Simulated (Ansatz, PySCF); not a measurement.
Al(Me)2(NH2) (C2H8AlN), SMILES [CH3][Al]([CH3])[NH2]. Atoms are numbered in the order given.

```xyz
12

Al     0.0278    -0.0103     0.0168
C     -1.4032    -1.3213    -0.2733
H     -1.2419    -2.2669     0.2703
H     -1.5045    -1.5682    -1.3451
H     -2.3815    -0.9188     0.0444
C      0.0199     1.7676    -0.8136
H     -0.0044     1.6915    -1.9152
H      0.8984     2.3767    -0.5432
H     -0.8807     2.3376    -0.5237
N      1.3894    -0.4521     1.0770
H      2.1806     0.1466     1.2959
H      1.4952    -1.3417     1.5564
```
Charge 0, spin multiplicity 1.

The structure is a stationary point at B3LYP-D3(BJ)/def2-SVP. The structure was generated by enumeration; whether it is a known compound was not checked. The values are those of a single conformer.

Two levels are set side by side: PBE-D3(BJ)/def2-SVP (Ansatz, an electronic-structure program) and B3LYP-D3(BJ)/def2-SVP (Ansatz). Each level has its own optimised geometry; the coordinates shown are those of the second. Frequencies come from the Hessian of PySCF at each geometry. Differences are taken from unrounded values.

| quantity | B3LYP-D3(BJ) |
|---|---|
| mean bond length (Å) | 1.306 |
| bond Al1–C2 (Å) | 1.962 |
| bond Al1–C6 (Å) | 1.962 |
| bond Al1–N10 (Å) | 1.781 |
| bond C2–H3 (Å) | 1.103 |
| bond C2–H4 (Å) | 1.105 |
| bond C2–H5 (Å) | 1.105 |
| bond C6–H7 (Å) | 1.105 |
| bond C6–H8 (Å) | 1.103 |
| bond C6–H9 (Å) | 1.105 |
| bond N10–H11 (Å) | 1.016 |
| bond N10–H12 (Å) | 1.016 |
| highest harmonic wavenumber (cm⁻¹) | 3649 |
| mean harmonic wavenumber (cm⁻¹) | 1405 |
| zero-point energy (kcal/mol) | 60.25 |

Problem. What does PBE-D3(BJ) give, and how far is it from B3LYP-D3(BJ)? (An estimate is asked for; the answer gives what the named calculation found.)

Solution. 
```json
[
 {"quantity": "mean bond length (Å)", "PBE-D3(BJ)": "1.313", "PBE-D3(BJ) minus B3LYP-D3(BJ)": "0.007"},
 {"quantity": "bond Al1–C2 (Å)", "PBE-D3(BJ)": "1.969", "PBE-D3(BJ) minus B3LYP-D3(BJ)": "0.007"},
 {"quantity": "bond Al1–C6 (Å)", "PBE-D3(BJ)": "1.969", "PBE-D3(BJ) minus B3LYP-D3(BJ)": "0.007"},
 {"quantity": "bond Al1–N10 (Å)", "PBE-D3(BJ)": "1.791", "PBE-D3(BJ) minus B3LYP-D3(BJ)": "0.010"},
 {"quantity": "bond C2–H3 (Å)", "PBE-D3(BJ)": "1.110", "PBE-D3(BJ) minus B3LYP-D3(BJ)": "0.007"},
 {"quantity": "bond C2–H4 (Å)", "PBE-D3(BJ)": "1.111", "PBE-D3(BJ) minus B3LYP-D3(BJ)": "0.007"},
 {"quantity": "bond C2–H5 (Å)", "PBE-D3(BJ)": "1.111", "PBE-D3(BJ) minus B3LYP-D3(BJ)": "0.007"},
 {"quantity": "bond C6–H7 (Å)", "PBE-D3(BJ)": "1.111", "PBE-D3(BJ) minus B3LYP-D3(BJ)": "0.007"},
 {"quantity": "bond C6–H8 (Å)", "PBE-D3(BJ)": "1.110", "PBE-D3(BJ) minus B3LYP-D3(BJ)": "0.007"},
 {"quantity": "bond C6–H9 (Å)", "PBE-D3(BJ)": "1.111", "PBE-D3(BJ) minus B3LYP-D3(BJ)": "0.007"},
 {"quantity": "bond N10–H11 (Å)", "PBE-D3(BJ)": "1.023", "PBE-D3(BJ) minus B3LYP-D3(BJ)": "0.007"},
 {"quantity": "bond N10–H12 (Å)", "PBE-D3(BJ)": "1.023", "PBE-D3(BJ) minus B3LYP-D3(BJ)": "0.007"},
 {"quantity": "highest harmonic wavenumber (cm⁻¹)", "PBE-D3(BJ)": "3585", "PBE-D3(BJ) minus B3LYP-D3(BJ)": "-64"},
 {"quantity": "mean harmonic wavenumber (cm⁻¹)", "PBE-D3(BJ)": "1373", "PBE-D3(BJ) minus B3LYP-D3(BJ)": "-32"},
 {"quantity": "zero-point energy (kcal/mol)", "PBE-D3(BJ)": "58.87", "PBE-D3(BJ) minus B3LYP-D3(BJ)": "-1.37"}
]
```

Exact exchange shortens and stiffens bonds; PBE has none. Differences between two approximate levels are no errors against the true value.
